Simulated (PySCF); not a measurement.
Ga⁺ (gallium, charge +1) across methods

[Ar] 3d9 4s2 5s1, high-spin 3D determinant (an excited configuration). Computed with PySCF 2.14 in aug-cc-pV5Z-PP with ECP10MDF (8s7p6d4f3g2h, 136 functions), with scalar relativity through the core potential.

| method | E (hartree) | mean ε 4s α (eV) | mean ε 4s β (eV) | mean ε 5s α (eV) | Σ⟨r²⟩ (bohr²) | ⟨S²⟩ |
| --- | --- | --- | --- | --- | --- | --- |
| UHF | -257.11919 | -26.488 | -25.855 | -7.726 | 53.29 | 2.001 |
| PBE | -258.1950 | -22.913 | -22.538 | -6.619 | 49.84 | 2.000 |
| PBE0 | -258.1544 | -24.006 | -23.585 | -7.002 | 50.33 | 2.000 |
| r2SCAN | -258.0780 | -23.141 | -23.002 | -6.584 | 49.97 | 2.001 |
| PW91 | -258.2953 | -23.027 | -22.644 | -6.635 | 49.81 | 2.000 |
| LDA | -257.7390 | -23.328 | -22.958 | -6.573 | 49.46 | 2.000 |

Energies and moments cover only the electrons outside the core potential. The outer electron is Rydberg-like, and this basis confines it to a smaller radius and binds it less than a complete one would.
